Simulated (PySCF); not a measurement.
C2H14N4Si3.
Structure used (PBE0-D3(BJ)/def2-SVP), in Å, numbered top down from 1:
```xyz
23
C2H14N4Si3 angstrom
C     -2.0186   -1.2363   -0.4333
N     -1.8313    0.1346   -0.0329
C     -2.9990    0.9648   -0.1468
Si    -0.2704    0.7137    0.4278
N      0.5632   -0.3166    1.5444
Si     1.9907   -1.2159    1.0987
N      3.1112   -0.1887    0.2457
Si     2.5445    0.8269   -1.0419
N      0.8093    0.7168   -0.9500
H     -2.8469   -1.7104    0.1280
H     -2.2569   -1.3369   -1.5112
H     -1.1091   -1.8227   -0.2329
H     -3.3562    1.0538   -1.1927
H     -3.8430    0.5647    0.4487
H     -2.7874    1.9811    0.2182
H     -0.5324    2.0659    1.0070
H      0.2225   -0.3857    2.4980
H      2.6480   -1.7104    2.3465
H      1.6304   -2.3855    0.2406
H      3.9782    0.0516    0.7145
H      2.9175    0.3886   -2.4244
H      3.1243    2.1961   -0.8463
H      0.3232    0.7294   -1.8425
```

Theory: PBE0-D3(BJ)/def2-SVP geometry optimisation, gas phase in PySCF.

Take the most abundant isotopes and a rigid rotor. The values belong to one conformer with, in the numbering `[CH3:1][N:2]([CH3:3])[SiH:4]1[NH:5][SiH2:6][NH:7][SiH2:8][NH:9]1`, C1–N2–Si4–N5 -47°, N2–Si4–N5–Si6 111°, Si4–N5–Si6–N7 47°, N5–Si6–N7–Si8 -47°, Si6–N7–Si8–N9 10°.

(1) Give the principal moments of inertia and the rotational constants in MHz.

(2) What kind of rotor is it?

(3) What does the inertial defect say?

(4) List the rotational levels J(Ka,Kc) to J = 5 (cm⁻¹).

(5) Predict some low-J microwave lines.

(6) Estimate the classical rotational partition function at 10 K, 25 K and 50 K.

## Answers

(1) Ia = 287.44, Ib = 764.45, Ic = 907.83 u·Å²; 505379 MHz·u·Å²/I gives A = 1758, B = 661.1, C = 556.7 MHz.

(2) An asymmetric top. Ray's parameter κ = (2B − A − C)/(A − C) = -0.826; −1 is the prolate and +1 the oblate limit.

(3) Not planar: Δ = Ic − Ia − Ib = -144.07 u·Å². For a rigid frame Δ = −2 Σ m c², so Σ m c² = 72.03 u·Å² lies off the ab plane: 24.42 from hydrogen and 47.61 from heavier atoms. The atom farthest from that plane is 2.20 Å away.

(4) Above 0(0,0):
J = 1: 1(0,1) 0.0406, 1(1,1) 0.0772, 1(1,0) 0.0807
J = 2: 2(0,2) 0.1216, 2(1,2) 0.1550, 2(1,1) 0.1654, 2(2,1) 0.2752, 2(2,0) 0.2754
J = 3: 3(0,3) 0.2425, 3(1,3) 0.2715, 3(1,2) 0.2924, 3(2,2) 0.3971, 3(2,1) 0.3982, 3(3,1) 0.5889, 3(3,0) 0.5889
J = 4: 4(0,4) 0.4027, 4(1,4) 0.4265, 4(1,3) 0.4613, 4(2,3) 0.5594, 4(2,2) 0.5629, 4(3,2) 0.7518, 4(3,1) 0.7519, 4(4,1) 1.0198, 4(4,0) 1.0198
J = 5: 5(0,5) 0.6014, 5(1,5) 0.6200, 5(1,4) 0.6720, 5(2,4) 0.7619, 5(2,3) 0.7699, 5(3,3) 0.9556, 5(3,2) 0.9559, 5(4,2) 1.2234, 5(4,1) 1.2234, 5(5,1) 1.5679, 5(5,0) 1.5679
The levels of one J sum to (2J + 1)J(J + 1)(A + B + C)/3.

(5) The dipole components are |μa| = 0.92 D, |μb| = 0.31 D, |μc| = 0.37 D. Intensities carry the squares of the components, which stand as 1.00 : 0.11 : 0.17 (a : b : c). Some lines, for components of 0.1 D or more:

```
type  branch         J(Ka,Kc)   MHz  lower level (cm⁻¹)
   c       Q  3(1,3) ← 3(0,3)   867               0.243
   c       Q  2(1,2) ← 2(0,2)  1000               0.122
   b       Q  2(1,1) ← 2(0,2)  1313               0.122
   a       R  2(1,2) ← 1(1,1)  2331               0.077
   c       R  1(1,0) ← 0(0,0)  2419               0.000
   b       Q  3(2,1) ← 3(1,2)  3175               0.292
   b       Q  2(2,0) ← 2(1,1)  3298               0.165
   a       R  3(2,2) ← 2(2,1)  3653               0.275
   b       Q  3(3,0) ← 3(2,1)  5716               0.398
   b       Q  3(3,1) ← 3(2,2)  5751               0.397
   b       R  3(2,2) ← 2(1,1)  6945               0.165
   c       R  3(2,2) ← 2(1,2)  7258               0.155
   b       R  3(2,1) ← 2(1,2)  7293               0.155
```

(6) Point group C1, symmetry number σ = 1; q = (√π/σ)·√((kT/h)³/(ABC)), k/h = 20836.6 MHz/K: 6630 at 10 K, 26200 at 25 K, 74100 at 50 K.

No frequency check. Zero-point vibration and centrifugal distortion are left out. A rigid rotor knows nothing of inversion at nitrogen or internal rotation, which can split or shift real lines. Quadrupole hyperfine structure (14N) is left out.
